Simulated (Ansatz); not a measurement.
This geometry of BCl2F + H2 (6 atoms, charge 0, multiplicity 1) is a first-order saddle point.

All numbers below come from RKS PBE0/def2-SVP in Ansatz.

```xyz
6
Properties=species:S:1:pos:R:3
B -0.076 -0.314 0.030
Cl -0.062 0.141 2.083
F 1.105 0.034 -0.460
Cl -1.573 0.238 -0.721
H -0.134 -1.600 0.274
H -0.088 -1.148 1.251
```

Problem. Which two structures does it join? (They come from a converged band through this point; their orientation in space is the band's.)

Solution. Bonds broken: B1–Cl2, H5–H6. Bonds formed: B1–H5, Cl2–H6. BCl2F + H2 becomes BClFH + ClH.

Image 0:

```xyz
6
Properties=species:S:1:pos:R:3
B -0.036 0.540 0.109
Cl -0.009 0.996 1.791
F 1.088 0.225 -0.487
Cl -1.522 0.505 -0.803
H -0.251 -2.570 0.568
H -0.099 -2.345 1.279
```

Image 6:

```xyz
6
Properties=species:S:1:pos:R:3
B -0.116 -0.358 -0.625
Cl -0.056 -0.140 2.560
F 1.067 0.198 -0.732
Cl -1.535 0.603 -0.966
H -0.215 -1.529 -0.373
H 0.027 -1.423 2.592
```

Problem. How far does it lie above each of them?

Solution. 1.46 eV above the first and 0.86 eV above the second. This is the barrier of this one path; another mechanism may lie lower. The orbitals stay closed-shell, which can raise the energy where a bond breaks towards radicals; this wasn't checked here.

Run time: 9.6 min on 1 thread of Arm Neoverse V2, with other jobs on the host, peak memory 0.14 GiB.
